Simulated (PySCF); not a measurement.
Excitations are Tamm–Dancoff values on a coarser integration grid. The basis has no diffuse functions, so Rydberg states are missing or too high.

Cartesian coordinates (Å):
```xyz
9

C     -1.5491    -0.1820    -1.1091
Si    -0.6124     0.6636     0.0275
C      1.1258     0.0991     0.5529
O      1.7852     0.7044     1.3564
O      1.5462    -1.0243    -0.0469
H     -1.1829    -1.0876    -1.5788
H     -2.5383     0.1426    -1.4104
H     -1.0096     1.8990     0.7259
H      2.4352    -1.2147     0.2939
```
Charge 0, spin multiplicity 1.

**Question.** Estimate the S1–T1 gap (TDA), HOMO–LUMO gap, LUMO, HOMO and S1 excitation (TDA) that PBE0-D3(BJ)/def2-TZVP run with PySCF 2.14.0 returns for this input.

**Answer.** 
- S1–T1 gap (TDA) = 2.18 eV
- HOMO–LUMO gap = 4.86 eV
- LUMO = -2.06 eV
- HOMO = -6.92 eV
- S1 excitation (TDA) = 4.47 eV
